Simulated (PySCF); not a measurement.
HO3S, SMILES O=S(=O)=[OH+], charge +1.

The structure is a stationary point at PBE0-D3(BJ)/def2-SVP. The isomer is the one that the SMILES or the coordinates give; other isomers of the formula were not compared.

The numbers are results of TDA-ωB97X/def2-SVPD run with PySCF, not measurements.

Vertical excitations. Gas-phase values at a fixed geometry. State labels are in the subgroup Cs.

Task: List the lowest excited states. (Estimate from the structure and the level; the computed values follow.)

Result: 
```csv
state,symmetry,energy (eV),λ (nm),f,main pairs
S1,A",5.69,218,0.000,HOMO→LUMO 99 %
S2,A',6.29,197,0.001,HOMO→LUMO+1 95 %
S3,A",6.68,185,0.000,HOMO−1→LUMO+1 98 %
S4,A",6.98,178,0.000,HOMO−3→LUMO 97 %
S5,A',7.48,166,0.005,"HOMO−3→LUMO+1 60 %, HOMO−2→LUMO 28 %"
S6,A",7.49,166,0.001,HOMO−2→LUMO+1 98 %
S7,A',7.79,159,0.053,"HOMO−1→LUMO 61 %, HOMO−4→LUMO+1 18 %"
S8,A',8.88,140,0.169,"HOMO−2→LUMO 53 %, HOMO−3→LUMO+1 23 %"
S9,A",8.91,139,0.000,HOMO−4→LUMO 98 %
S10,A',9.98,124,0.137,HOMO−4→LUMO+1 65 %
T1,A',5.21,238,0,HOMO−1→LUMO 98 %
T2,A",5.23,237,0,HOMO→LUMO 99 %
T3,A',5.73,216,0,HOMO→LUMO+1 97 %
T4,A",6.19,200,0,HOMO−1→LUMO+1 97 %
```
Triplets are in the Tamm–Dancoff approximation.
